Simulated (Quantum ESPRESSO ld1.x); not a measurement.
Species: the manganese ion Mn9+. Configuration: [Ne] 3s2 3p4. All-electron calculation, Dirac Kohn-Sham, relativistic LDA (MacDonald-Vosko exchange, VWN5 correlation), spin-unpolarised, spherical densities, point nucleus; open shells are shared between the two j in proportion to 2j + 1. Program: ld1.x of Quantum ESPRESSO 7.5.

Radial electron density D(r) = 4 pi r^2 rho(r):

r (bohr),D(r) (e/bohr)
0.004801,2.598
0.006202,4.007
0.007948,5.982
0.01018,8.714
0.01305,12.31
0.01686,16.86
0.0216,21.72
0.02768,26.26
0.03548,29.37
0.04546,29.98
0.05873,27.82
0.07525,24.59
0.09644,23.22
0.1236,25.87
0.1596,31.05
0.2046,32.78
0.2621,27.02
0.3359,16.71
0.4339,9.654
0.5561,9.321
0.7126,9.883
0.9131,6.857
1.18,2.561
1.512,0.4902
1.937,0.04067
2.482,0.001200

D(r) has 3 maxima, at r = 0.0423, 0.193, 0.668 bohr, and minima at 0.0934, 0.493 bohr, inside which lie 2.12, 10.45 electrons.
